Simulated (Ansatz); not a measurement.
Geometry optimisation, RKS PBE0/STO-3G in Ansatz 0.2.0.

The input (input.yaml):

```yaml
crystal:
  periodic: [false, false, false]
  atoms:
    - { symbol: Si, position_ang: [0.0, 0.0, 0.0] }
    - { symbol: O, position_ang: [0.0, 0.0, 1.68] }
    - { symbol: Si, position_ang: [-1.3147, -0.4067, 2.6436] }
    - { symbol: H, position_ang: [-2.239, -1.2403, 1.8804] }
    - { symbol: H, position_ang: [-0.8506, -1.1432, 3.8157] }
    - { symbol: H, position_ang: [-1.9987, 0.8095, 3.0733] }
    - { symbol: Si, position_ang: [2.0935, 0.0, -0.7393] }
    - { symbol: H, position_ang: [2.5508, -1.3762, -0.9079] }
    - { symbol: H, position_ang: [2.1573, 0.6939, -2.0222] }
    - { symbol: H, position_ang: [2.951, 0.6823, 0.2255] }
    - { symbol: O, position_ang: [-0.7913, 1.3709, -0.5594] }
    - { symbol: H, position_ang: [-1.7491, 1.1401, -0.7818] }
    - { symbol: Si, position_ang: [-1.0456, -1.8115, -0.7393] }
    - { symbol: H, position_ang: [-1.7029, -2.4846, 0.3772] }
    - { symbol: H, position_ang: [-2.0454, -1.4265, -1.7311] }
    - { symbol: H, position_ang: [-0.0777, -2.7173, -1.3511] }
basis:
  gaussian: { orbitals: STO-3G }
hamiltonian:
  xc: pbe0
relax:
  f_tol: 0.02
  max_steps: 40
```

Command:

```bash
$ ansatz run input.yaml --threads 1 --pin off --max-ram 2048MiB --backend cpu --events-out ev --progress --plain --runs-dir out
```

Q: Where does it end, and by what steps?

A: The forces met the threshold. The force dipped under the threshold on the way, but the program's further checks kept it going. Limits of this set-up: minimal basis. After 35 steps the energy has fallen by 0.406 eV; H14 moved furthest, 1.20 Å.

```json
{"step": "0", "energy less start (eV)": "0.0000", "largest force component (eV/Å)": "1.426", "accepted": "yes"}
{"step": "2", "energy less start (eV)": "-0.3009", "largest force component (eV/Å)": "0.233", "accepted": "yes"}
{"step": "4", "energy less start (eV)": "-0.3683", "largest force component (eV/Å)": "0.296", "accepted": "yes"}
{"step": "6", "energy less start (eV)": "-0.3868", "largest force component (eV/Å)": "0.178", "accepted": "yes"}
{"step": "8", "energy less start (eV)": "-0.3914", "largest force component (eV/Å)": "0.072", "accepted": "yes"}
{"step": "10", "energy less start (eV)": "-0.3957", "largest force component (eV/Å)": "0.138", "accepted": "yes"}
{"step": "12", "energy less start (eV)": "-0.3987", "largest force component (eV/Å)": "0.060", "accepted": "yes"}
{"step": "14", "energy less start (eV)": "-0.4003", "largest force component (eV/Å)": "0.071", "accepted": "yes"}
{"step": "16", "energy less start (eV)": "-0.4020", "largest force component (eV/Å)": "0.046", "accepted": "yes"}
{"step": "18", "energy less start (eV)": "-0.4028", "largest force component (eV/Å)": "0.033", "accepted": "yes"}
{"step": "20", "energy less start (eV)": "-0.4034", "largest force component (eV/Å)": "0.042", "accepted": "yes"}
{"step": "22", "energy less start (eV)": "-0.4039", "largest force component (eV/Å)": "0.051", "accepted": "yes"}
{"step": "24", "energy less start (eV)": "-0.4045", "largest force component (eV/Å)": "0.026", "accepted": "yes"}
{"step": "26", "energy less start (eV)": "-0.3869", "largest force component (eV/Å)": "0.387", "accepted": "no"}
{"step": "28", "energy less start (eV)": "-0.4050", "largest force component (eV/Å)": "0.060", "accepted": "yes"}
{"step": "30", "energy less start (eV)": "-0.4053", "largest force component (eV/Å)": "0.011", "accepted": "yes"}
{"step": "32", "energy less start (eV)": "-0.4055", "largest force component (eV/Å)": "0.061", "accepted": "no"}
{"step": "34", "energy less start (eV)": "-0.4056", "largest force component (eV/Å)": "0.046", "accepted": "no"}
{"step": "35", "energy less start (eV)": "-0.4058", "largest force component (eV/Å)": "0.015", "accepted": "yes"}
```

```xyz
16
Properties=species:S:1:pos:R:3
Si 0.008 -0.247 0.042
O 0.062 -0.499 1.728
Si -1.350 -0.198 2.619
H -2.522 -0.791 2.002
H -1.155 -0.786 3.923
H -1.615 1.218 2.781
Si 2.158 -0.010 -0.617
H 2.908 -1.213 -0.346
H 2.225 0.233 -2.039
H 2.808 1.087 0.058
O -0.764 1.259 -0.280
H -1.758 1.051 -0.285
Si -1.078 -1.960 -0.998
H -0.966 -3.193 -0.255
H -2.486 -1.669 -1.153
H -0.537 -2.190 -2.317
```

Run time: 3 min on 1 thread of Arm Neoverse V1 (shared host), peak memory 0.16 GiB.
